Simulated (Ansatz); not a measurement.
`C[SiH2]B(O)O` and `OB(O)CI` differ in one atom or group.

Ansatz, PBE0-D4/def2-TZVP geometries, multiplicity 1. Each molecule was computed in one conformer, which needn't be the lowest.

Elements past krypton have def2 core potentials.  Spin–orbit coupling is left out; it splits and shifts lone-pair levels of the heavy atoms by tenths of an eV.

```
                                          property  `C[SiH2]B(O)O`
               LUMO energy (B3LYP/def2-TZVPP) / eV           -0.30
             HOMO–LUMO gap (B3LYP/def2-TZVPP) / eV            7.33
  size of the dipole moment (B3LYP/def2-TZVPP) / D            2.13
                HOMO energy (PBE0/def2-TZVPP) / eV           -7.81
               HOMO energy (B3LYP/def2-TZVPP) / eV           -7.63
size of the dipole moment (ωB97M-V/def2-TZVPP) / D            2.14
```

What does the change do to each property? (An estimate is asked.)

The calculation gave: 
| property | `OB(O)CI` | shift |
| --- | --- | --- |
| LUMO energy (B3LYP/def2-TZVPP) / eV | -1.25 | -0.95 |
| HOMO–LUMO gap (B3LYP/def2-TZVPP) / eV | 5.60 | -1.73 |
| size of the dipole moment (B3LYP/def2-TZVPP) / D | 3.24 | 1.11 |
| HOMO energy (PBE0/def2-TZVPP) / eV | -7.09 | 0.72 |
| HOMO energy (B3LYP/def2-TZVPP) / eV | -6.85 | 0.78 |
| size of the dipole moment (ωB97M-V/def2-TZVPP) / D | 3.28 | 1.14 |

With PBE0 the HOMO rises by 0.72 eV and the LUMO falls by 0.91 eV, so the gap narrows by about 1.63 eV. PBE moves the HOMO by 0.55 eV and ωB97M-V by 0.76 eV. Dipoles are sizes alone; their direction can turn.

B3LYP here is the variant with VWN-RPA as its local correlation; programs differ in this.
